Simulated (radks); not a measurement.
Spherical quantum dot in the effective-mass picture: electrons in a hard-walled sphere of radius 3.95, all in effective atomic units (hartree* = m*/eps^2 hartree, bohr* = eps/m* bohr), one dielectric constant everywhere. Calculated with a radial shooting solver with Libxc functionals: non-relativistic Kohn-Sham, LDA (Slater exchange, Perdew-Wang correlation), spin-polarised, spherical densities. Levels are named by radial order and angular momentum (1s, 1p, 1d, 2s, ...), and open shells are averaged over m. Each electron was tried in the lowest free levels, single moves between levels near the top were tried too, and the lowest total energy was kept; such a search can miss a lower state. At N = 1 the Hartree and exchange-correlation terms need not cancel, so that row can carry a self-interaction error.

N	open shells	2S	E (hartree*)	mu = E(N) - E(N-1) (hartree*)	addition energy mu(N+1) - mu(N) (hartree*)
1	1s(up 1, down 0)	1	0.326730	0.32673	0.3928
2	none	0	1.04630	0.71957	0.6019
3	1p(up 1, down 0)	1	2.36780	1.3215	0.3139
4	1p(up 2, down 0)	2	4.00316	1.6354	0.3205
5	1p(up 3, down 0)	3	5.95905	1.9559	0.4025
6	1p(up 3, down 1)	2	8.31741	2.3584	0.3074
7	1p(up 3, down 2)	1	10.9832	2.6658	0.3125
8	none	0	13.9615	2.9783	0.6464
9	1d(up 1, down 0)	1	17.5862	3.6247	0.3042
10	1d(up 2, down 0)	2	21.5150	3.9288	0.3054
11	1d(up 3, down 0)	3	25.7493	4.2343	0.3061
12	1d(up 4, down 0)	4	30.2896	4.5403	0.3064
13	1d(up 5, down 0)	5	35.1363	4.8467	0.3846
14	1d(up 5, down 1)	4	40.3677	5.2313	0.2994
15	1d(up 5, down 2)	3	45.8985	5.5308	0.3007
16	1d(up 5, down 3)	2	51.7299	5.8315	0.3014
17	1d(up 5, down 4)	1	57.8628	6.1329	0.3018
18	none	0	64.2976	6.4347	0.7022
19	1f(up 1, down 0)	1	71.4345	7.1370	0.2967
20	1f(up 2, down 0)	2	78.8682	7.4337	0.2971
21	1f(up 3, down 0)	3	86.5990	7.7308	0.2972
22	1f(up 4, down 0)	4	94.6270	8.0280	0.2973
23	1f(up 5, down 0)	5	102.952	8.3254	0.2974
24	1f(up 6, down 0)	6	111.575	8.6227	0.2974
25	1f(up 7, down 0)	7	120.495	8.9201	0.3727
26	1f(up 7, down 1)	6	129.788	9.2928	0.2936
27	1f(up 7, down 2)	5	139.374	9.5864	0.2939
28	1f(up 7, down 3)	4	149.255	9.8803	0.2942
29	1f(up 7, down 4)	3	159.429	10.175	0.2943
30	1f(up 7, down 5)	2	169.898	10.469	0.2944
31	1f(up 7, down 6)	1	180.662	10.763	0.2945
32	none	0	191.719	11.058	0.7590
33	2s(up 1, down 0)	1	203.536	11.817	-

All shells are closed at N = 2, 8, 18, 32 (there: 1s2 1p6 1d10 1f14); the second difference of the energy has clear peaks (12 % above both neighbours; the first and last values, which can be the largest, are not judged, and half-filled shells can peak too) at N = 2, 5, 8, 13, 18, 25.
